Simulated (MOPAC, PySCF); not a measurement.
C10H9ClSi, SMILES `[SiH3]c1c(Cl)ccc2ccccc12`, neutral singlet in the gas phase. 

Cartesian coordinates (Å):
```xyz
21

Si    -2.5712    -1.4601    -0.3551
C     -1.3091    -0.0749    -0.0840
C     -1.7974     1.2104     0.0729
Cl    -3.5137     1.5005     0.0172
C     -0.9730     2.3371     0.2811
C      0.3855     2.1662     0.3328
C      0.9649     0.8822     0.1811
C      2.3707     0.7081     0.2349
C      2.9354    -0.5358     0.0883
C      2.1058    -1.6585    -0.1189
C      0.7383    -1.5199    -0.1757
C      0.1148    -0.2517    -0.0291
H     -3.3574    -1.2018    -1.5967
H     -3.4965    -1.5473     0.8122
H     -1.8964    -2.7818    -0.5057
H     -1.4302     3.3209     0.3965
H      1.0401     3.0266     0.4930
H      2.9991     1.5879     0.3961
H      4.0200    -0.6583     0.1314
H      2.5530    -2.6485    -0.2355
H      0.1174    -2.4012    -0.3366
```
Charge 0, spin multiplicity 1.

All levels are single points at this geometry (PBE0-D4/def2-SVP); Pople sets use spherical d functions. Orbital energies aren't observables, and empty levels follow the basis.

| level | HOMO (eV) | LUMO (eV) | gap (eV) | dipole (D) | vertical IE, Delta-SCF (eV) |
|---|---|---|---|---|---|
| PBE0-D4/def2-TZVP in PySCF | -6.57 | -1.64 | 4.93 | 2.11 | 8.10 |
| B3LYP/3-21G in PySCF | -6.23 | -1.43 | 4.79 | 2.39 | – |
| B3LYP/6-31G* in PySCF | -6.09 | -1.42 | 4.67 | 2.23 | 7.82 |
| B3LYP/LANL2DZ in PySCF | -6.29 | -1.56 | 4.73 | 2.28 | – |
| HF/6-31G* in PySCF | -8.05 | 2.07 | 10.12 | 2.55 | – |
| HF/STO-3G in PySCF | -6.38 | 5.12 | 11.50 | 2.43 | – |
| AM1 in MOPAC | -8.88 | -0.64 | 8.25 | 1.50 | – |
| PM3 in MOPAC | -8.71 | -0.58 | 8.13 | 0.85 | – |
| PM7 in MOPAC | -9.09 | -0.91 | 8.18 | 2.30 | – |
